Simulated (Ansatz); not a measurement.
Rh₃⁻, relaxed as a singlet with RKS PBE-D4/def2-TZVPD in Ansatz, starting from the GFN1-xTB geometry. Force threshold 0.02 eV/Å.

In the def2 sets Rh takes a core potential; there is no spin–orbit coupling. The highest occupied level of the charge -1 singlet lies above zero (up to 1.09 eV). The electron is either unbound and held by the finite basis, or the level is raised by self-interaction error. An occupied level of the charge -1 singlet lies above an empty one (by up to 0.16 eV), so this SCF solution is probably not the lowest. The relaxation made no stability test and no search for a lower SCF solution. No other spin state of charge -1 was run. The structure comes from a short search, and lower isomers may exist.

Start:

```xyz
3

Rh    1.313    0.591   -0.206
Rh   -1.109    0.547    1.718
Rh   -0.203   -1.138   -1.512
```

Problem. Estimate the energy that the relaxation releases and the steps that it takes.

Solution. 2.71 eV, in 7 steps; 12 s on 4 threads of Arm Neoverse V2 on a shared host. No frequencies were taken in this run, so the end may be a saddle point.

Problem. Does the start keep its bonding and symmetry?

Solution. Bonds formed: Rh2–Rh3 (atoms count from 1). The end is the same structure that another start reached, the lowest one found. Point group Cs at the start, D3h at the end, both within 0.05 Å.

Problem. Predict the relaxed structure.

Solution. 
```xyz
3

Rh    1.227    0.630   -0.077
Rh   -0.841    0.255    1.066
Rh   -0.386   -0.885   -0.989
```
Bond lengths (bridged metal pairs left out): 3 × Rh–Rh 2.39 Å.
